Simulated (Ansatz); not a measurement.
CH₅FSSn, SMILES `[CH3][SnH]([F])[SH]`, relaxed with RKS PBE0-D4/def2-TZVP in the Gaussian-basis code of Ansatz from a PBE-D4/def2-SVP geometry. The force threshold is 0.005 eV/Å; the program also tests the step.

Charge 0, multiplicity 1. Sn: def2 effective core potential.

Start:

```xyz
9

C     1.150   -0.754   -0.054
Sn   -0.495    0.465    0.623
F     0.184    2.311    0.539
S    -2.417    0.312   -0.863
H     0.866   -1.822    0.008
H     1.384   -0.488   -1.102
H     2.032   -0.558    0.585
H    -1.081    0.266    2.236
H    -1.623    0.267   -1.971
```

```csv
step,energy (eV),largest force (eV/Å),largest move (Å)
1,-20498.4854,0.760,0.000
2,-20498.5405,0.266,0.072
3,-20498.5465,0.248,0.063
4 (rejected),-20498.5453,0.272,0.066
5,-20498.5512,0.053,0.032
6,-20498.5516,0.011,0.016
7,-20498.5517,0.006,0.016
8,-20498.5518,0.007,0.017
9,-20498.5518,0.008,0.013
10,-20498.5518,0.012,0.016
11,-20498.5518,0.010,0.006
12,-20498.5518,0.006,0.006
13,-20498.5518,0.004,0.001
```

End:

```xyz
9

C     1.132   -0.737   -0.051
Sn   -0.494    0.451    0.616
F     0.184    2.254    0.500
S    -2.384    0.320   -0.837
H     0.842   -1.787   -0.073
H     1.413   -0.413   -1.053
H     1.978   -0.602    0.623
H    -1.047    0.298    2.217
H    -1.624    0.216   -1.941
```

It took 30 s on 4 threads of a server CPU on a shared host, with 0.48 GiB of host memory at the peak.
